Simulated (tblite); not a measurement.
Species: C3H6O3Si.
Numbering: `[CH2:1]=[C:2]([O:3][SiH3:4])[C:5](=[O:6])[OH:7]` (hydrogens: H8, H9 on C1; H10, H11, H12 on Si4; H13 on O7)

Computed with GFN2-xTB (tblite), gas phase: L-BFGS steps from a force-field or distance-geometry start until the largest atomic force falls under 0.01 eV/Å.

Step 39: E = -637.9655 eV
```
atom  x, y, z in Å  |  force x, y, z in eV/Å
C1      1.0559    1.2564    0.4342    0.026  -0.049   0.046
C2      0.4905    0.0797    0.1757   -0.041  -0.005  -0.055
O3     -0.6986   -0.2948    0.6657   -0.029   0.038   0.088
Si4    -2.2629    0.0390    0.3789   -0.021   0.010   0.003
C5      1.1403   -0.9674   -0.6674    0.019  -0.008  -0.033
O6      0.6399   -2.0305   -0.9214   -0.023  -0.044  -0.025
O7      2.3435   -0.6058   -1.1349    0.048   0.030   0.049
H8      0.5503    1.9826    1.0454    0.002   0.022  -0.015
H9      2.0360    1.4864    0.0648    0.009   0.027  -0.039
H10    -2.8471   -0.4576    1.6148    0.012  -0.027  -0.008
H11    -2.7268   -0.6464   -0.8255    0.033   0.024   0.005
H12    -2.4550    1.4869    0.2263    0.026  -0.036  -0.026
H13     2.7297   -1.3281   -1.6579   -0.061   0.019   0.011
```

Step 40: E = -637.9665 eV
```
atom  x, y, z in Å  |  force x, y, z in eV/Å
C1      1.0613    1.2578    0.4321    0.020  -0.069   0.045
C2      0.4911    0.0818    0.1774   -0.071   0.023  -0.081
O3     -0.6986   -0.2875    0.6711   -0.026   0.041   0.083
Si4    -2.2651    0.0363    0.3792    0.000  -0.017   0.022
C5      1.1350   -0.9651   -0.6721    0.024  -0.015   0.033
O6      0.6320   -2.0265   -0.9295   -0.012   0.000  -0.031
O7      2.3426   -0.6060   -1.1301    0.031   0.013   0.042
H8      0.5617    1.9875    1.0449    0.005   0.005  -0.021
H9      2.0411    1.4836    0.0581   -0.005   0.024  -0.032
H10    -2.8505   -0.4647    1.6144    0.026  -0.024  -0.031
H11    -2.7200   -0.6485   -0.8290    0.031   0.022   0.010
H12    -2.4661    1.4820    0.2299    0.026  -0.014  -0.030
H13     2.7310   -1.3302   -1.6479   -0.050   0.011  -0.010
```

Step 41: E = -637.9678 eV
```
atom  x, y, z in Å  |  force x, y, z in eV/Å
C1      1.0672    1.2579    0.4308    0.010  -0.069   0.029
C2      0.4903    0.0841    0.1778   -0.081   0.048  -0.077
O3     -0.6990   -0.2797    0.6787   -0.011   0.041   0.062
Si4    -2.2672    0.0332    0.3800    0.024  -0.039   0.037
C5      1.1296   -0.9630   -0.6765    0.011  -0.017   0.090
O6      0.6241   -2.0226   -0.9384    0.011   0.052  -0.033
O7      2.3420   -0.6058   -1.1241    0.001  -0.016   0.036
H8      0.5735    1.9924    1.0437    0.010  -0.020  -0.024
H9      2.0459    1.4811    0.0504   -0.026   0.013  -0.021
H10    -2.8535   -0.4722    1.6136    0.033  -0.022  -0.046
H11    -2.7119   -0.6500   -0.8326    0.027   0.016   0.010
H12    -2.4764    1.4768    0.2329    0.023   0.011  -0.032
H13     2.7312   -1.3318   -1.6377   -0.031   0.002  -0.032
```

Problem. Estimate the geometry and energy of step 42. (The exact step hangs on the optimiser's Hessian estimate; all steps are aligned on step 41, rigid shifts and turns removed.)

Solution. E = -637.9692 eV, largest force 0.116 eV/Å
```
atom  x, y, z in Å  |  force x, y, z in eV/Å
C1      1.0743    1.2573    0.4301   -0.004  -0.044   0.001
C2      0.4878    0.0877    0.1767   -0.064   0.059  -0.043
O3     -0.6998   -0.2694    0.6881    0.008   0.037   0.030
Si4    -2.2696    0.0293    0.3810    0.045  -0.044   0.040
C5      1.1237   -0.9607   -0.6798   -0.012  -0.012   0.115
O6      0.6146   -2.0172   -0.9491    0.033   0.098  -0.025
O7      2.3415   -0.6062   -1.1163   -0.032  -0.049   0.035
H8      0.5871    1.9980    1.0416    0.013  -0.045  -0.021
H9      2.0513    1.4786    0.0421   -0.046  -0.006  -0.010
H10    -2.8546   -0.4826    1.6126    0.032  -0.023  -0.050
H11    -2.7028   -0.6511   -0.8368    0.022   0.005   0.009
H12    -2.4882    1.4708    0.2350    0.018   0.028  -0.031
H13     2.7303   -1.3341   -1.6267   -0.013  -0.003  -0.049
```

The energy changes by -0.0014 eV. The first-order estimate −F·Δx gives -0.0019 eV and the mean of the old and new forces, exact on a quadratic surface, -0.0014 eV. The step makes an angle of 78° with the force vector and moves no atom by more than 0.015 Å.

What follows is the cost of the whole relaxation. Time: 1.3 s. Hardware: Arm Neoverse N1, one thread, no GPU, shared host.
